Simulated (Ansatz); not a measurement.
A nudged elastic band was laid between two geometries of GaH6N (8 atoms, charge 0, multiplicity 1).

The calculation used RKS PBE0-D4/def2-SVP in Ansatz.

```
movable images  : 5
climbing image  : yes
spring          : 5.0 eV/Å²
optimiser       : quadratic models (default)
start path      : through a guess of the saddle point
force threshold : 0.05 eV/Å
iteration limit : 60
end points      : relaxed
```

Initial state:

```xyz
8
Properties=species:S:1:pos:R:3
Ga 0.024 -0.001 0.152
H -0.145 0.806 1.504
H 1.450 0.000 -0.536
H -1.246 -0.156 -0.780
N 0.066 -2.001 0.971
H -0.552 -2.623 0.451
H 1.006 -2.394 0.932
H -0.233 -2.009 1.946
```

Final state:

```xyz
8
Properties=species:S:1:pos:R:3
Ga 0.200 -0.555 -0.880
H -0.407 -0.551 3.515
H 1.593 0.092 -1.171
H -1.158 -0.204 -1.569
N 0.148 -1.838 0.403
H -0.681 -2.363 0.652
H 0.963 -2.187 0.894
H -0.289 -0.772 2.794
```

(1) What changes between the two ends?

(2) What energy profile does the band end with?

(3) What is the geometry of the highest image?

## Answers

(1) Bonds broken: Ga1–H2, N5–H8. Bonds formed: H2–H8. GaH6N becomes GaH4N + H2.

(2) The forces met the threshold. The highest image is number 2 of 0 to 6, 37.5 kcal/mol above the first end and 18.9 kcal/mol above the last; the last end lies 18.6 kcal/mol above the first. Neighbouring images differ by up to 1.4 eV, so the band resolves the path poorly. A vibrational analysis at the climbing image gives one clearly imaginary mode, 1244i cm⁻¹: a first-order saddle point. The orbitals stay closed-shell, which can raise the energy where a bond breaks towards radicals; this wasn't checked here.

```json
{"image": "0", "path coordinate (Å)": "0.00", "energy (kcal/mol)": "0.0", "Ga1–H2 (Å)": "1.58", "N5–H8 (Å)": "1.02", "H2–H8 (Å)": "2.85"}
{"image": "1", "path coordinate (Å)": "0.80", "energy (kcal/mol)": "5.7", "Ga1–H2 (Å)": "1.61", "N5–H8 (Å)": "1.03", "H2–H8 (Å)": "1.93"}
{"image": "2", "path coordinate (Å)": "1.60", "energy (kcal/mol)": "37.5", "Ga1–H2 (Å)": "1.88", "N5–H8 (Å)": "1.45", "H2–H8 (Å)": "0.98"}
{"image": "3", "path coordinate (Å)": "2.48", "energy (kcal/mol)": "21.3", "Ga1–H2 (Å)": "2.54", "N5–H8 (Å)": "2.35", "H2–H8 (Å)": "0.77"}
{"image": "4", "path coordinate (Å)": "3.36", "energy (kcal/mol)": "19.1", "Ga1–H2 (Å)": "3.38", "N5–H8 (Å)": "2.82", "H2–H8 (Å)": "0.76"}
{"image": "5", "path coordinate (Å)": "4.23", "energy (kcal/mol)": "18.8", "Ga1–H2 (Å)": "3.94", "N5–H8 (Å)": "2.71", "H2–H8 (Å)": "0.76"}
{"image": "6", "path coordinate (Å)": "5.11", "energy (kcal/mol)": "18.6", "Ga1–H2 (Å)": "4.44", "N5–H8 (Å)": "2.65", "H2–H8 (Å)": "0.76"}
```

(3) 
```xyz
8
Properties=species:S:1:pos:R:3
Ga 0.065 -0.340 -0.080
H -0.228 0.067 1.733
H 1.475 0.240 -0.411
H -1.299 -0.047 -0.783
N 0.114 -2.074 0.855
H -0.632 -2.749 0.702
H 0.999 -2.569 0.943
H -0.124 -0.906 1.680
```

The run took 3.1 min on 1 thread of Arm Neoverse V2, on a shared host, peak memory 0.15 GiB.
